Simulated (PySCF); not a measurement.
# Gold: a sound run and one with changed settings

Sound run: Au [Xe] 4f14 5d10 6s1, Au⁺ [Xe] 4f14 5d10. All numbers are calculated (PySCF 2.14, scalar relativity through the core potential, in def2-TZVP with the def2 core potential (60 electrons) (6s4p3d1f, 40 functions)). In the sound run the correlated levels freeze 5s2 5p6 outside the core potential. The sound run starts from symmetry-adapted Hartree-Fock orbitals and uses a fine grid where one is needed.

Changed run: all electrons correlated in a basis built for the valence shell.

| species | method | sound run (hartree) | changed run (hartree) | converged |
| --- | --- | --- | --- | --- |
| Au | MP2 | -135.06884 | -135.18359 | yes |
| Au⁺ | MP2 | -134.74266 | -134.85090 | yes |

Ionisation energy of Au:

```tsv
method	sound run (eV)	changed run (eV)
UHF	7.684	7.684
MP2	8.876	9.053
SCS-MP2	8.717	8.841
```

A valence basis has no tight correlating functions, so it recovers only part of the core correlation, and not evenly between atom and ion.

For comparison, NIST gives 9.226 eV between the lowest levels.
